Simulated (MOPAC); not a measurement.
A run for MOPAC: AM1 on HIPbS (SMILES [SH][Pb][I]), a point of a torsion scan.

```
AM1 1SCF PRECISE CHARGE=0 THREADS=1
HIPbS

S     -1.60419528 1     0.37040634 1    -0.15151523 1
Pb     0.68300804 1     1.29659267 1    -0.68522757 1
I      2.29631496 1    -0.61487394 1     0.41688390 1
H     -1.30021118 1    -0.74316544 1     0.49048320 1
```

Program output:

```
*******************************************************************************
 **                                                                           **
 **                              MOPAC v23.2.5                                **
 **                                                                           **
 *******************************************************************************
 ** MOPAC's Digital Object Identifier: https://doi.org/10.5281/zenodo.6511958 **
 **                                                                           **
 ** Please cite the open-source release paper for use of this MOPAC version:  **
 ** J. E. Moussa and J. J. P. Stewart (2026)                                  **
 ** MOPAC: An open-source semiempirical molecular orbital program             **
 ** J. Open Source Softw., 11(119), 8025, https://doi.org/10.21105/joss.08025 **
 *******************************************************************************

                              AM1 CALCULATION RESULTS

 *******************************************************************************
 *  AM1        - The AM1 Hamiltonian to be used
 *
 *
 *
 *                 CHARGE ON SYSTEM = 0
 *
 *
 *
 *  PRECISE    - TIGHTER CRITERIA TO BE USED
 *  1SCF       - DO 1 SCF AND THEN STOP
 *  THREADS=1  - MULTI-THREADING NOT USED
 *  T=         - A TIME OF 172800.0 SECONDS REQUESTED
 *  DUMP=N     - RESTART FILE WRITTEN EVERY 7200.0 SECONDS REQUESTED
 *******************************************************************************
AM1 1SCF PRECISE CHARGE=0 THREADS=1
 HIPbS

   ATOM   CHEMICAL          X               Y               Z
  NUMBER   SYMBOL      (ANGSTROMS)     (ANGSTROMS)     (ANGSTROMS)

     1       S         -1.60419528  *   0.37040634  *  -0.15151523  *
     2      Pb          0.68300804  *   1.29659267  *  -0.68522757  *
     3       I          2.29631496  *  -0.61487394  *   0.41688390  *
     4       H         -1.30021118  *  -0.74316544  *   0.49048320  *



          CARTESIAN COORDINATES

    NO.       ATOM           X           Y           Z

     1         S         -1.6042      0.3704     -0.1515
     2        Pb          0.6830      1.2966     -0.6852
     3         I          2.2963     -0.6149      0.4169
     4         H         -1.3002     -0.7432      0.4905

  H: (AM1): M.J.S. DEWAR ET AL, J. AM. CHEM. SOC. 107 3902-3909 (1985)
  S: (AM1): M.J.S. DEWAR, Y-C YUAN, INORGANIC CHEMISTRY, 29, 3881:3890,  (1990)
  I: (AM1): M.J.S. DEWAR AND E. G. ZOEBISCH, THEOCHEM, 180, 1 (1988).
 Pb: (AM1): J. J. P. STEWART, J. MOL. MOD., 10, 155-164 (2004)

           Empirical Formula: H S Pb I  =     4 atoms



      MOLECULAR POINT GROUP   :   Cs


      RHF CALCULATION, NO. OF DOUBLY OCCUPIED LEVELS = 9


 -------------------------------------------------------------------------------
 AM1 1SCF PRECISE CHARGE=0 THREADS=1
 HIPbS



     1SCF WAS SPECIFIED, SO BFGS WAS NOT USED
     SCF FIELD WAS ACHIEVED


                              AM1 CALCULATION
                                                       MOPAC v23.2.5 Linux




          FINAL HEAT OF FORMATION =         20.60880 KCAL/MOL =      86.22720 KJ/MOL


          COSMO AREA              =        135.78 SQUARE ANGSTROMS
          COSMO VOLUME            =        130.28 CUBIC ANGSTROMS

          IONIZATION POTENTIAL    =          9.719430 EV
          HOMO LUMO ENERGIES (EV) =         -9.719 -2.413
          NO. OF FILLED LEVELS    =          9
          MOLECULAR WEIGHT        =        367.1724         POINT GROUP:  Cs

          MOLECULAR DIMENSIONS (Angstroms)

            Atom       Atom       Distance
            I     3    S     1     4.06298
            H     4   Pb     2     2.81542
            H     4    S     1     0.00000


          SCF CALCULATIONS        =          1





   ATOM   CHEMICAL          X               Y               Z
  NUMBER   SYMBOL      (ANGSTROMS)     (ANGSTROMS)     (ANGSTROMS)

     1       S         -1.60419528  *   0.37040634  *  -0.15151523  *
     2      Pb          0.68300804  *   1.29659267  *  -0.68522757  *
     3       I          2.29631496  *  -0.61487394  *   0.41688390  *
     4       H         -1.30021118  *  -0.74316544  *   0.49048320  *

                             CARTESIAN COORDINATES

   1    S       -1.604195280     0.370406340    -0.151515230
   2   Pb        0.683008040     1.296592670    -0.685227570
   3    I        2.296314960    -0.614873940     0.416883900
   4    H       -1.300211180    -0.743165440     0.490483200


           Empirical Formula: H S Pb I  =     4 atoms



      MOLECULAR POINT GROUP   :   Cs


                  EIGENVALUES
 -29.45825 -19.72952 -17.82996 -13.64061 -11.08343 -10.71783 -10.31813  -9.88736
  -9.71943  -2.41330  -2.34791  -2.02840   1.45314


              NET ATOMIC CHARGES AND DIPOLE CONTRIBUTIONS

  ATOM NO.   TYPE          CHARGE      No. of ELECS.   s-Pop       p-Pop
    1          S          -0.378044        6.3780     1.90960     4.46844
    2         Pb           0.516251        3.4837     1.93959     1.54416
    3          I          -0.241756        7.2418     1.97482     5.26693
    4          H           0.103549        0.8965     0.89645
 DIPOLE           X         Y         Z       TOTAL
 POINT-CHG.     1.293     2.887    -1.664     3.574
 HYBRID        -0.304    -1.671     0.963     1.952
 SUM            0.990     1.216    -0.701     1.717


          ATOMIC ORBITAL ELECTRON POPULATIONS

     Atom    s        px        py        pz
    1  S   1.90960   1.48874   1.33414   1.64557
    2 Pb   1.93959   0.56897   0.58365   0.39153
    3  I   1.97482   1.76661   1.67334   1.82698
    4  H   0.89645

 **********************
 *                    *
 * JOB ENDED NORMALLY *
 *                    *
 **********************




 == MOPAC DONE ==
```

The run finished.

Cost: roughly 0.03 core-seconds.
